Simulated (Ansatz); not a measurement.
Reactions of C2H6AlNSe (`C=[N][Al]([CH3])[SeH]`).

Isolated molecules relaxed with PBE0-D4/def2-TZVP in Ansatz; ΔE leaves out vibrations. CCSD(T)/CBS adds triple-zeta CCSD(T) − MP2 to the extrapolated MP2 energy (def2 sets, frozen cores). This one scheme is used for every species, atoms too. Functionals use def2-TZVPP. B3LYP here is the variant with VWN-RPA as its local correlation; programs differ in this. No spin–orbit coupling; open shells (•) take unrestricted orbitals. Spin–orbit coupling would lower the free atoms: a little for Al, C; clearly for Se. For Se outer-core shells are correlated without core-valence functions, so the limit isn't a true one: a few kJ/mol of doubt a bond, and 10 to 20 or more in all where bonds break to atoms. Scalar relativity is left out up to krypton. Each species was taken in one conformer, which may not be the lowest.

```csv
reaction,CCSD(T)/CBS(def2) (eV)
`C=[N][Al]([CH3])[SeH]` → `[NH2][AlH][CH2]C=[Se]`,?
`C=[N][Al]([CH3])[SeH]` → `C/N=C\[Se][AlH2]`,1.72
`C=[N][Al]([CH3])[SeH]` → `[CH3][AlH][C](=N)[SeH]`,2.23
`C=[N][Al]([CH3])[SeH]` → Al• + 2 C• + 6 H• + N• + Se•,?
`C=[N][Al]([CH3])[SeH]` + H₂O → `[CH3][Al]([OH])[SeH]` + `C=N`,-0.67
`C=[N][Al]([CH3])[SeH]` + CH₄ → `[CH3][Al]([CH3])[SeH]` + `C=N`,0.78
```

Problem. Fill in the missing values. (An estimate is asked.)

Solution. The calculation gave: `C=[N][Al]([CH3])[SeH]` → `[NH2][AlH][CH2]C=[Se]`: +0.99 eV; `C=[N][Al]([CH3])[SeH]` → Al• + 2 C• + 6 H• + N• + Se•: +40.98 eV.

Largest T1 diagnostic: 0.018, for Al•.
